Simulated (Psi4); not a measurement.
C6H9O, doublet, at a GFN2-xTB geometry. Base run: M06-2X/6-31G (Psi4).

Input for Psi4:
```
memory 2 GB

molecule {
0 2
O    -2.30991040    0.16261397    0.32350552
C    -1.11853851    0.07874331    0.15665256
C    -0.19376152    1.26653046    0.28011446
C     1.06928310    1.12646069   -0.57215067
C     1.78605069   -0.12573509   -0.25013838
C     1.01961696   -1.27351588    0.27959790
C    -0.43509445   -1.22226002   -0.19204248
H    -0.74557191    2.17538625    0.03401302
H     0.08950526    1.33091202    1.33516272
H     1.72187303    1.99176583   -0.42130000
H     0.77448763    1.14772450   -1.63394651
H     2.84732669   -0.20044721   -0.39877126
H     1.48075649   -2.21722578   -0.02723183
H     1.02631754   -1.27449828    1.38174174
H    -1.01805368   -2.05122986    0.21298471
H    -0.46269552   -1.30464002   -1.28289701
}

set {
  basis 6-31g
  reference uks
}

energy('m06-2x')
print_variables()
```

Each row names what was changed in the base input (with any setting that the change needs).

| change | ΔE vs base (mEh) | point group used | SCF cycles |
|---|---|---|---|
| base | 0.000 | c1 | 10 |
| molecule keys = symmetry c1 | 0.000 | c1 | 10 |
| jitter_ang = 0.002 | 0.001 | c1 | 10 |
| molecule keys = symmetry c1, no_reorient, no_com | 0.000 | c1 | 10 |
| molecule keys = no_reorient | 0.000 | c1 | 10 |

Open shells are given as the SCF converged; they aren't shown to be the lowest states, and a large step between rows can be another state.
